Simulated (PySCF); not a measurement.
**What settings do to a single point of [Gd(H2O)3]3+**

The sound run of [Gd(H2O)3]3+ (singlet in the valence; each metal's 4f electrons, 7 of them, lie in its core potential, out of spins and levels) uses PySCF 2.14.0, RKS B3LYP, Gd lcecp-1-SVP with ECP53, O def2-SVP, H def2-SVP; non-relativistic Hamiltonian with scalar-relativistic core potentials where named; density fitting; no spin-orbit coupling, grid (50, 194), threshold 1e-8 Eh and 55 cycles, at the relaxed geometry:

```xyz
10

Gd    0.0000    0.0000    0.0000
O     2.2892    0.0000    0.0000
H     2.9078   -0.7561    0.1693
H     2.9078    0.7562   -0.1693
O    -1.1446    1.9825    0.0000
H    -0.7991    2.8963    0.1693
H    -2.1088    2.1402   -0.1693
O    -1.1446   -1.9825    0.0000
H    -2.1088   -2.1402    0.1693
H    -0.7991   -2.8963   -0.1693
```

There Gd1 has a Mulliken charge of 1.95 e and the dipole about the centre of mass is 0.00 D. Each run below changes one thing and starts from free metal ions and neutral atoms unless it says otherwise; with 55 cycles, smearing, a level shift and second-order steps follow where DIIS fails, and their cycles count. Energy shifts count from the sound run. On f atoms grids over 110 angular points are at least (60, 302).

```json
{"change": "grid (15, 26)", "outcome": "converged", "cycles": "10", "energy shift (eV)": "0.30", "largest force component (eV/Å)": "10.95", "charge on Gd1 (e)": "1.96", "dipole about the centre of mass (D)": "0.05"}
{"change": "all coordinates × 0.94", "outcome": "converged", "cycles": "9", "energy shift (eV)": "0.94", "largest force component (eV/Å)": "3.30", "charge on Gd1 (e)": "1.85", "dipole about the centre of mass (D)": "0.00"}
{"change": "spin (2S) set to 12, limit 64 cycles", "outcome": "not converged", "cycles": "64", "energy shift (eV)": "–", "largest force component (eV/Å)": "–", "charge on Gd1 (e)": "–", "dipole about the centre of mass (D)": "–"}
```

**Question.** How does the run with this change end: threshold 0.001?

**Answer.** outcome converged, cycles 6, energy shift (eV) 0.0002, largest force component (eV/Å) 0.02, charge on Gd1 (e) 1.95, dipole about the centre of mass (D) 0.00.

Unsound on purpose, so not properties of the compound: grid (15, 26).

Forces carry noise of the integration grid, about 0.01 to 0.03 eV/Å.

A frequency check found unstable modes (1, the lowest at -18 cm⁻¹), so the relaxed geometry is a saddle point, or these are noise. An lcecp potential fixes the number of 4f electrons, so in runs with it no electron can move into or out of that shell.
